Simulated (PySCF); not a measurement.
Optical rotation: `C[C@@H]1[C@@H](F)[C@H]2CC[C@@H]12`, C$_{7}$H$_{11}$F

Molfile (atoms numbered from 1):
```
C7H11F
     RDKit          3D

 19 20  0  0  0  0  0  0  0  0999 V2000
   -2.3117   -0.5181   -0.0966 C   0  0  0  0  0  0  0  0  0  0  0  0
   -0.9329    0.0684   -0.3363 C   0  0  2  0  0  0  0  0  0  0  0  0
    0.0604   -0.8496   -1.0723 C   0  0  1  0  0  0  0  0  0  0  0  0
    0.4812   -0.4001   -2.3013 F   0  0  0  0  0  0  0  0  0  0  0  0
    1.0655   -0.7016    0.0742 C   0  0  1  0  0  0  0  0  0  0  0  0
    1.9402    0.5613   -0.0011 C   0  0  0  0  0  0  0  0  0  0  0  0
    0.9560    1.3063    0.9187 C   0  0  0  0  0  0  0  0  0  0  0  0
    0.0176    0.0952    0.8810 C   0  0  1  0  0  0  0  0  0  0  0  0
   -2.8993    0.1492    0.5302 H   0  0  0  0  0  0  0  0  0  0  0  0
   -2.8343   -0.6572   -1.0406 H   0  0  0  0  0  0  0  0  0  0  0  0
   -2.2339   -1.4816    0.4033 H   0  0  0  0  0  0  0  0  0  0  0  0
   -1.0180    1.0404   -0.8258 H   0  0  0  0  0  0  0  0  0  0  0  0
   -0.3024   -1.8705   -1.2260 H   0  0  0  0  0  0  0  0  0  0  0  0
    1.5439   -1.6110    0.4278 H   0  0  0  0  0  0  0  0  0  0  0  0
    2.9372    0.4329    0.4133 H   0  0  0  0  0  0  0  0  0  0  0  0
    2.0252    0.9709   -1.0050 H   0  0  0  0  0  0  0  0  0  0  0  0
    0.5383    2.2297    0.5211 H   0  0  0  0  0  0  0  0  0  0  0  0
    1.3610    1.5011    1.9097 H   0  0  0  0  0  0  0  0  0  0  0  0
   -0.4038   -0.2565    1.8186 H   0  0  0  0  0  0  0  0  0  0  0  0
  1  2  1  0
  2  3  1  0
  3  4  1  0
  3  5  1  0
  5  6  1  0
  6  7  1  0
  7  8  1  0
  8  2  1  0
  8  5  1  0
  1  9  1  0
  1 10  1  0
  1 11  1  0
  2 12  1  6
  3 13  1  6
  5 14  1  1
  6 15  1  0
  6 16  1  0
  7 17  1  0
  7 18  1  0
  8 19  1  1
M  END
```

Level of theory: TDDFT wB97X-D/def2-SVPD circular dichroism and optical rotation, one conformer, gas phase (PySCF 2.14.0). Geometry: GFN2-xTB.

Stereocentres: C2 S, C3 R, C5 S, C8 S.

What is the specific rotation at 633, 589.3, 546, 436, 405, 365, 355 nm?

[α] in deg dm⁻¹ (g/mL)⁻¹:
| λ (nm) | origin-invariant length gauge | modified velocity gauge | length gauge (centre of mass) | isotropic polarisability (au) |
| --- | --- | --- | --- | --- |
| 633 | +12.2 | +14.4 | +11.7 | 77.6 |
| 589.3 | +14.2 | +16.7 | +13.6 | 77.8 |
| 546 | +16.6 | +19.6 | +15.9 | 78.0 |
| 436 | +26.5 | +31.4 | +25.3 | 79.1 |
| 405 | +30.9 | +36.8 | +29.5 | 79.6 |
| 365 | +38.4 | +46.0 | +36.6 | 80.4 |
| 355 | +40.8 | +48.9 | +38.9 | 80.7 |

And for the mirror image at 589.3 nm?

-14.2 deg dm⁻¹ (g/mL)⁻¹ (origin-invariant length gauge): the same size and the opposite sign.

What is the molar rotation [Φ] = [α]·M/100 of the geometry above at 589.3 nm?

With M = 114.16 g/mol, +16.2 deg cm² dmol⁻¹ (origin-invariant length gauge).

The first excitation lies at 8.08 eV (153 nm) with R = +2.7 × 10⁻⁴⁰ esu² cm² (velocity form).
